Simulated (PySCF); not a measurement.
**UHF on Al³⁺ (aluminium, charge +3)**

Configuration: [Ne], closed-shell 1S. Computed with PySCF 2.14 in x2c-TZVPPall with one added diffuse shell each of s, p, d type (6s6p4d1f, 51 functions), with scalar relativity by spin-free X2C-1e.

| Quantity | Value |
| --- | --- |
| Total energy | -240.427930 hartree |
| One-electron energy | -321.8598 hartree |
| Hartree (Coulomb) energy | 98.9321 hartree |
| Exchange energy | -17.5002 hartree |
| ⟨S²⟩ | 0.0000 |
| ⟨L²⟩ | 0.000 |
| Sum of ⟨r⟩ | 5.049 bohr |
| Sum of ⟨r²⟩ | 3.628 bohr² |
| Langevin diamagnetic susceptibility | -2.87 ×10⁻⁶ cm³/mol |

```tsv
shell	electrons	mean orbital energy (hartree)	rms radius, mean of both spins (bohr)
1s	2	-59.91078	0.139
2s	2	-6.17053	0.675
2p	6	-4.47224	0.668
```

Densities and radii are taken from the X2C orbitals without a picture-change correction, which distorts them close to the nucleus.
